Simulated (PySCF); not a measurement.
These are ωB97X-D3(BJ)/def2-TZVP // PBE0-D3(BJ)/def2-TZVP run with PySCF 2.14.0 values and carry that method's errors. Isolated molecules, 0 K electronic values unless said otherwise. 

Reference species (SMILES): `[GeH4]` (neutral, multiplicity 1).

```json
{
  "HOMO–LUMO gap": "15.22 eV",
  "HOMO": "-12.20 eV"
}
```

Changed species: `[Cl][GeH3]` (1 of 4 H replaced by Cl; the reference has 0 of 4 H replaced by Cl).

### Question
What does the change do to the HOMO–LUMO gap and HOMO?

### Answer
the HOMO–LUMO gap drops by 2.15 eV, to 13.07 eV; the HOMO goes up by 0.93 eV, to -11.27 eV.
